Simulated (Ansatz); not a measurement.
```tsv
atom	x (Å)	y (Å)	z (Å)
H	-1.2400	2.1477	0.0000
H	1.2400	-2.1477	0.0000
C	-0.6950	-1.2038	0.0000
H	1.2400	2.1477	0.0000
C	0.6950	-1.2038	0.0000
C	1.3900	0.0000	0.0000
C	0.6950	1.2038	0.0000
H	-2.4800	0.0000	0.0000
C	-0.6950	1.2038	0.0000
H	-1.2400	-2.1477	0.0000
H	2.4800	0.0000	0.0000
C	-1.3900	0.0000	0.0000
```

Basis set: 6-31G (spherical functions). Frozen core: 6 orbitals. Charge 0, multiplicity 1.

Computed with Ansatz (development build ahead of 0.2.0); each method stands on the lowest determinant of its kind that the runs found. Restricted open shells among the atoms or ions are ROHF, correlated in semicanonical orbitals with singles.

Problem. Give the atomization energy at this shape (free ground-state atoms in the same class of orbitals less the molecule, no zero-point energy) of singlet C6H6 by RHF-MP2, RHF.

Solution.

```tsv
method	atomization energy
RHF-MP2	1219.22 kcal/mol
RHF	986.88 kcal/mol
```

This basis has no polarisation functions and is too small for such energies, which can lie far from measured ones in either direction.
